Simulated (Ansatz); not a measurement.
Isolated molecules relaxed with PBE0-D4/def2-TZVP in Ansatz; ΔE leaves out vibrations. CCSD(T)/CBS is the MP2 limit (def2-TZVPP, def2-QZVPP) plus CCSD(T) − MP2 in def2-TZVPP, frozen cores. DFT in def2-TZVPP. For Ga outer-core shells are correlated without core-valence functions, which leaves a few kJ/mol of doubt a bond. Scalar relativity is left out up to krypton.

`[SiH3][BH][GaH2]` → `[BH2][GaH][SiH3]`  (isomerisation)

`[SiH3][BH][GaH2]`:

Cartesian coordinates in Å:
```
Si -1.062 0.895 0.792
B 0.403 -0.449 0.513
Ga 1.237 -0.900 -1.312
H -1.265 1.840 -0.340
H -0.892 1.693 2.038
H -2.310 0.082 0.928
H 0.753 -1.038 1.498
H 2.524 -0.154 -1.831
H 0.613 -1.969 -2.285
```

`[BH2][GaH][SiH3]`:

Z-matrix (Å, degrees):
```
Si
Ga 1 2.424
H 1 1.491 2 110.1
H 1 1.489 2 113.8 3 -120.8
H 1 1.491 2 110.2 3 118.3
B 2 2.058 1 122.2 3 120.3
H 2 1.576 1 114.5 3 -59.6
H 6 1.199 2 122.0 1 88.6
H 6 1.199 2 122.0 1 -88.5
```

Q: Is it downhill or uphill in electronic energy at CCSD(T)/CBS, and by how much? (An estimate is asked.)

A: Computed: Downhill: ΔE = -0.29 eV.

Q: What do these levels give: BHLYP-D4, ωB97X-V, PBE-QIDH, CCSD(T)/def2-SVP, CCSD/def2-TZVPP, HF/def2-QZVPP? (Best estimate.)

A: Computed: BHLYP-D4 -0.29, ωB97X-V -0.26, PBE-QIDH -0.29, CCSD(T)/def2-SVP -0.24, CCSD/def2-TZVPP -0.29, HF/def2-QZVPP -0.28 eV.

Largest T1 diagnostic among the species: 0.015.

At CCSD(T), def2-SVP lies +0.05 eV from the extrapolated value and def2-TZVPP +0.01 eV. Leaving LDA and LC-ωPBE aside and taking each functional with its dispersion term where it has one, the values, not all of them listed here, spread over 0.13 eV, from B2PLYP to B97M-V. LDA lies +0.05 eV from PBE without D4.
